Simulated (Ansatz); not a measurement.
This geometry of ClGaH$_{2}$ (4 atoms, charge 0, multiplicity 1) is a first-order saddle point.

All numbers below come from RKS B3LYP-D4/def2-SVP (Ansatz 0.2.0).

```xyz
4
Properties=species:S:1:pos:R:3
Ga 0.249 0.000 -0.550
Cl 1.307 0.000 1.828
H 1.734 0.000 0.191
H -1.333 0.000 -0.339
```

(1) Which two structures does it join? (They come from a converged band through this point; their orientation in space is the band's.)

(2) How far does it lie above each of them?

Answers

(1) Bonds broken: Ga1–Cl2, Ga1–H3. Bonds formed: Cl2–H3. ClGaH2 becomes ClH + GaH.

Image 0:

```xyz
4
Properties=species:S:1:pos:R:3
Ga 0.454 0.000 0.076
Cl 0.825 0.000 2.214
H 1.730 0.000 -0.822
H -1.051 0.000 -0.338
```

Image 10:

```xyz
4
Properties=species:S:1:pos:R:3
Ga -0.434 0.000 -1.056
Cl 1.431 0.000 1.333
H 2.539 0.000 0.668
H -1.579 0.000 0.185
```

(2) 2.29 eV above the first and 0.52 eV above the second. This is the barrier of this one path; another mechanism may lie lower. The orbitals stay closed-shell, which can raise the energy where a bond breaks towards radicals; this wasn't checked here.

Time of the run: 2.1 min on 1 thread of Intel(R) Xeon(R) Platinum 8488C (Sapphire Rapids), with other jobs on the host, peak memory 0.14 GiB.
